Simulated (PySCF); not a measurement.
Coordinates in bohr (charge 1 multiplicity 1):
```
Ir    0.0000    0.0000    0.0000
Se    4.1343    0.0000    0.0000
Se   -2.0671    3.5804    0.0000
Se   -2.0672   -3.5804    0.0000
```

Level of theory: PBE0/[Ir def2-SVP with ECP60, Se def2-SVP], scalar-relativistic core potentials, density fitting, no spin–orbit coupling, PySCF.

This geometry of [IrSe3]+ is a stationary point at this level.

**Question.** What is the point group?

**Answer.** D3h.

**Question.** Is it a minimum?

**Answer.** Yes: all harmonic wavenumbers are real.

**Question.** Which band is strongest in the infrared?

**Answer.** 101 cm⁻¹ (e'), 6 km/mol.

**Question.** What are the dipole moment and the gap between the highest occupied and lowest empty levels?

**Answer.** 0.00 D about the centre of mass and 2.38 eV.

**Question.** Give the ideal-gas entropy at 298.15 K and 1 bar by parts.

**Answer.** translation 184.6, rotation 115.7, vibration 60.4, spin 0.0; total 360.7 J/(mol K).

This need not be the most stable arrangement of these atoms. Spin–orbit coupling, left out here, can matter for elements this heavy.
